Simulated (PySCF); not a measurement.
C₂H₆SZn, triplet, at the geometry of the source list (a higher spin typed on purpose: for a closed-shell molecule this is an excited state); WB97X/STO-3G (PySCF).

Input for PySCF:
```python
from pyscf import gto, scf, dft

mol = gto.Mole()
mol.atom = '''
    Zn   -0.286800    1.062100    0.887900
    C     0.390600   -0.737400    0.170100
    C     0.377700   -0.849500   -1.350700
    H    -0.229600   -1.524000    0.595300
    H     1.403800   -0.892500    0.535600
    H     1.021200   -0.103200   -1.811500
    H    -0.627000   -0.733800   -1.751100
    H     0.743500   -1.834500   -1.646100
    S    -1.037100    3.090900    1.708600
    H    -1.756200    2.521900    2.661900
'''
mol.basis = 'sto-3g'
mol.charge = 0
mol.spin = 2
mol.verbose = 4
mol.build()

mf = dft.UKS(mol)
mf.xc = 'wb97x'
mf.kernel()
```

It wrote (shortened):

```
PySCF version 2.14.0

[INPUT] verbose = 4
[INPUT] num. atoms = 10
[INPUT] num. electrons = 64
[INPUT] charge = 0
[INPUT] spin (= nelec alpha-beta = 2S) = 2
[INPUT] symmetry False subgroup None
[INPUT] Mole.unit = angstrom
[INPUT] Symbol           X                Y                Z      unit          X                Y                Z       unit  Magmom
[INPUT]  1 Zn    -0.286800000000   1.062100000000   0.887900000000 AA   -0.541973452525   2.007078116901   1.677887826001 Bohr   0.0
[INPUT]  2 C      0.390600000000  -0.737400000000   0.170100000000 AA    0.738127024255  -1.393484044254   0.321442413789 Bohr   0.0
[INPUT]  3 C      0.377700000000  -0.849500000000  -1.350700000000 AA    0.713749557248  -1.605322342818  -2.552453076450 Bohr   0.0
[INPUT]  4 H     -0.229600000000  -1.524000000000   0.595300000000 AA   -0.433881118200  -2.879942613837   1.124953961954 Bohr   0.0
[INPUT]  5 H      1.403800000000  -0.892500000000   0.535600000000 AA    2.652797533664  -1.686580566174   1.012137312317 Bohr   0.0
[INPUT]  6 H      1.021200000000  -0.103200000000  -1.811500000000 AA    1.929788318406  -0.195019736055  -3.423238874650 Bohr   0.0
[INPUT]  7 H     -0.627000000000  -0.733800000000  -1.751100000000 AA   -1.184858280102  -1.386681030206  -3.309099416726 Bohr   0.0
[INPUT]  8 H      0.743500000000  -1.834500000000  -1.646100000000 AA    1.405011373614  -3.466702575515  -3.110678173647 Bohr   0.0
[INPUT]  9 S     -1.037100000000   3.090900000000   1.708600000000 AA   -1.959834963786   5.840954478418   3.228786056432 Bohr   0.0
[INPUT] 10 H     -1.756200000000   2.521900000000   2.661900000000 AA   -3.318737019961   4.765700313541   5.030261970980 Bohr   0.0

nuclear repulsion = 294.168678075835
number of shells = 25
number of NR pGTOs = 129
number of NR cGTOs = 43
basis = sto-3g
ecp = {}

******** <class 'pyscf.dft.uks.UKS'> ********
method = UKS
initial guess = minao
damping factor = 0
level_shift factor = 0
DIIS = <class 'pyscf.scf.diis.CDIIS'>
diis_start_cycle = 1
diis_space = 8
diis_damp = 0
SCF conv_tol = 1e-09
SCF conv_tol_grad = None
SCF max_cycles = 50
direct_scf = True
direct_scf_tol = 1e-13
number electrons alpha = 33  beta = 31
XC library pyscf.dft.libxc version 7.1.2
    S. Lehtola, C. Steigemann, M. J. T. Oliveira, and M. A. L. Marques,  SoftwareX 7, 1–5 (2018)
XC functionals = wb97x
    J.-D. Chai and M. Head-Gordon,  J. Chem. Phys. 128, 084106 (2008)
radial grids:
    Treutler-Ahlrichs [JCP 102, 346 (1995); DOI:10.1063/1.469408] (M4) radial grids

becke partition: Becke, JCP 88, 2547 (1988); DOI:10.1063/1.454033
pruning grids: <function nwchem_prune>
grids dens level: 3
symmetrized grids: False
atomic radii adjust function: <function treutler_atomic_radii_adjust>
small_rho_cutoff = 0
Set gradient conv threshold to 3.16228e-05
tot grids = 126608
init E= -2229.11128039414

cycle= 1 E= -2230.66412227834  delta_E= -1.55  |g|= 0.889  |ddm|=  3.3
cycle= 2 E= -2229.00802490378  delta_E= 1.66  |g|= 1.27  |ddm|= 2.95
cycle= 3 E= -2231.05462282646  delta_E= -2.05  |g|= 0.522  |ddm|= 2.59
cycle= 4 E= -2231.23353349492  delta_E= -0.179  |g|= 0.269  |ddm|= 0.565
cycle= 5 E= -2231.285949468  delta_E= -0.0524  |g|= 0.099  |ddm|= 0.349
cycle= 6 E= -2231.29521032985  delta_E= -0.00926  |g|= 0.0242  |ddm|= 0.182
cycle= 7 E= -2231.29651715946  delta_E= -0.00131  |g|= 0.0119  |ddm|= 0.0829
cycle= 8 E= -2231.29711289855  delta_E= -0.000596  |g|= 0.0119  |ddm|= 0.0467
cycle= 9 E= -2231.29649805881  delta_E= 0.000615  |g|= 0.0118  |ddm|= 0.0482
cycle= 10 E= -2231.29145571861  delta_E= 0.00504  |g|= 0.0159  |ddm|= 0.468
cycle= 11 E= -2231.29056393828  delta_E= 0.000892  |g|= 0.0178  |ddm|= 0.113
cycle= 12 E= -2231.28881115106  delta_E= 0.00175  |g|= 0.0245  |ddm|= 0.223
cycle= 13 E= -2231.29078738376  delta_E= -0.00198  |g|= 0.0197  |ddm|= 0.256
cycle= 14 E= -2231.28893616217  delta_E= 0.00185  |g|= 0.0425  |ddm|= 0.107
cycle= 15 E= -2231.28883435201  delta_E= 0.000102  |g|= 0.0226  |ddm|= 0.195
cycle= 16 E= -2231.28606646286  delta_E= 0.00277  |g|= 0.0454  |ddm|= 0.221
cycle= 17 E= -2231.28729917041  delta_E= -0.00123  |g|= 0.0316  |ddm|= 0.0499
cycle= 18 E= -2231.28967595714  delta_E= -0.00238  |g|= 0.00706  |ddm|= 0.233
cycle= 19 E= -2231.28919722315  delta_E= 0.000479  |g|= 0.0113  |ddm|= 0.099
cycle= 20 E= -2231.28911286995  delta_E= 8.44e-05  |g|= 0.0122  |ddm|= 0.0499
cycle= 21 E= -2231.28935230409  delta_E= -0.000239  |g|= 0.011  |ddm|= 0.0338
cycle= 22 E= -2231.29065999325  delta_E= -0.00131  |g|= 0.0134  |ddm|= 0.216
cycle= 23 E= -2231.29078052177  delta_E= -0.000121  |g|= 0.0082  |ddm|= 0.0713
cycle= 24 E= -2231.29025990639  delta_E= 0.000521  |g|= 0.00934  |ddm|= 0.0977
cycle= 25 E= -2231.29025150826  delta_E= 8.4e-06  |g|= 0.00912  |ddm|= 0.0256
cycle= 26 E= -2231.29081746893  delta_E= -0.000566  |g|= 0.00853  |ddm|= 0.106
cycle= 27 E= -2231.29007745723  delta_E= 0.00074  |g|= 0.00988  |ddm|= 0.119
cycle= 28 E= -2231.29029043441  delta_E= -0.000213  |g|= 0.0099  |ddm|= 0.0385
cycle= 29 E= -2231.2908988555  delta_E= -0.000608  |g|= 0.00738  |ddm|= 0.132
cycle= 30 E= -2231.29088382649  delta_E= 1.5e-05  |g|= 0.00625  |ddm|= 0.109
cycle= 31 E= -2231.29158019505  delta_E= -0.000696  |g|= 0.00865  |ddm|= 0.139
cycle= 32 E= -2231.28912870908  delta_E= 0.00245  |g|= 0.0223  |ddm|= 0.54
cycle= 33 E= -2231.28950633245  delta_E= -0.000378  |g|= 0.0192  |ddm|= 0.0518
cycle= 34 E= -2231.2894501074  delta_E= 5.62e-05  |g|= 0.0199  |ddm|= 0.0234
cycle= 35 E= -2231.28869191656  delta_E= 0.000758  |g|= 0.0246  |ddm|= 0.0855
cycle= 36 E= -2231.28908652429  delta_E= -0.000395  |g|= 0.0228  |ddm|= 0.0454
cycle= 37 E= -2231.28915815787  delta_E= -7.16e-05  |g|= 0.0237  |ddm|= 0.0264
cycle= 38 E= -2231.2892373579  delta_E= -7.92e-05  |g|= 0.0216  |ddm|= 0.0276
cycle= 39 E= -2231.29025235324  delta_E= -0.00101  |g|= 0.00822  |ddm|= 0.191
cycle= 40 E= -2231.2909990119  delta_E= -0.000747  |g|= 0.011  |ddm|= 0.237
cycle= 41 E= -2231.29083504914  delta_E= 0.000164  |g|= 0.01  |ddm|= 0.0527
cycle= 42 E= -2231.29145961879  delta_E= -0.000625  |g|= 0.011  |ddm|= 0.112
cycle= 43 E= -2231.28989858099  delta_E= 0.00156  |g|= 0.0116  |ddm|= 0.285
cycle= 44 E= -2231.2885450467  delta_E= 0.00135  |g|= 0.0175  |ddm|= 0.232
cycle= 45 E= -2231.28881415581  delta_E= -0.000269  |g|= 0.0168  |ddm|= 0.0694
cycle= 46 E= -2231.28870998316  delta_E= 0.000104  |g|= 0.015  |ddm|= 0.0857
cycle= 47 E= -2231.28852986716  delta_E= 0.00018  |g|= 0.0176  |ddm|= 0.151
cycle= 48 E= -2231.28859123289  delta_E= -6.14e-05  |g|= 0.0204  |ddm|= 0.114
cycle= 49 E= -2231.28965077013  delta_E= -0.00106  |g|= 0.0144  |ddm|= 0.211
cycle= 50 E= -2231.28977040602  delta_E= -0.00012  |g|= 0.0103  |ddm|= 0.0454
SCF not converged.
SCF energy = -2231.28977040602 after 50 cycles  <S^2> = 2.083236  2S+1 = 3.0549867
```

The run did not converge; its last values are not results.
